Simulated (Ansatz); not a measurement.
SiBrCl₃, relaxed as a singlet with RKS r2SCAN-D4/def2-SVP in Ansatz, starting from the GFN2-xTB geometry. Force threshold 0.02 eV/Å.

Start:

```xyz
5

Si    0.020   -0.060   -0.016
Br   -0.644    1.966    0.534
Cl    1.581    0.113   -1.271
Cl   -1.516   -0.999   -0.913
Cl    0.559   -1.020    1.667
```

```csv
step,energy (eV),largest force component (eV/Å),SCF passes
1,-115471.5306,0.906,24
2,-115471.5655,0.276,29
3,-115471.5757,0.086,28
4,-115471.5759,0.018,30
```

Force components are those of the run's own axes.

End:

```
atom    x (Å)    y (Å)    z (Å)
 Si1   0.0076  -0.0232  -0.0063
 Br2  -0.6553   2.0007   0.5431
 Cl3   1.5978   0.0936  -1.2846
 Cl4  -1.5190  -1.0252  -0.9239
 Cl5   0.5689  -1.0459   1.6716
```

By distances, no bond broke or formed. The bond that changes most is Si1–Cl3, from 2.01 to 2.04 Å (atoms count from 1).

No frequencies were taken in this run, so the end may be a saddle point.

Run time 14 s (4 threads of Arm Neoverse V1 on a shared host).
